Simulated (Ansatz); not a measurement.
`[OH][Sb]([F])[SiH3]` + H₂ → `[OH][SbH][SiH3]` + H–F at 400 K and 1 bar (hydrogenolysis of the Sb–F bond).

Computed with Ansatz on PBE0-D4/def2-TZVP structures; ΔE is electronic, products minus reactants. CBS: MP2 limit from def2 TZ/QZ plus the TZ coupled-cluster correction, frozen cores. This one scheme is used for every species. Elements past krypton have def2 core potentials. For Sb outer-core shells are correlated without core-valence functions, which leaves a few kJ/mol of doubt a bond. One conformer a species, not always the lowest.

```tsv
species	CCSD(T)/CBS energy (Eh)	H − E (kJ/mol)	S (J/(mol·K))
`[OH][Sb]([F])[SiH3]`	-706.50690	137.7	395.4
H₂	-1.17544	38.0	139.0
`[OH][SbH][SiH3]`	-607.27229	147.3	372.1
H–F	-100.39570	36.5	182.2
```

H − E and S are ideal-gas, rigid-rotor, harmonic terms from PBE0-D4/def2-TZVP, for one conformer and one mirror image of each species. For small species the MP2-based limit differs from directly extrapolated CCSD(T) by up to some mEh (0.8 for H₂); such offsets cancel only in part. 1 Eh = 2625.50 kJ/mol, R = 8.31446 J/(mol·K).

Question: By hand: ΔE, ΔH, ΔS and ΔG.

Answer: ΔE = (-607.27229) + (-100.39570) − (-706.50690) − (-1.17544) = 0.01435 Eh = 37.7 kJ/mol. Δ(H − E) = 147.3 + 36.5 − 137.7 − 38.0 = 8.1, so ΔH = 45.8 kJ/mol. ΔS = 372.1 + 182.2 − 395.4 − 139.0 = 19.9 J/(mol·K). ΔG = 45.8 − 400 × (19.9)/1000 = 37.8 kJ/mol.

Question: By hand: the equilibrium constant, and the temperature at which ΔG would vanish if ΔH and ΔS stayed fixed.

Answer: log₁₀ K = −ΔG/(RT ln 10) = -4.9. ΔG = 0 at ΔH/ΔS = 2302 K, though so small a ΔS makes that figure unsure.

ΔH outweighs TΔS. A doubt of 5 kJ/mol in ΔE shifts log₁₀ K by 0.7 here. Other conformers and mirror images would add mixing entropy, several J/(mol·K) or more a flexible species. These are equilibria of isolated gas molecules and say nothing of rates. Largest T1 diagnostic: 0.015 (customary marks: 0.02 for closed shells, 0.045 for open ones).
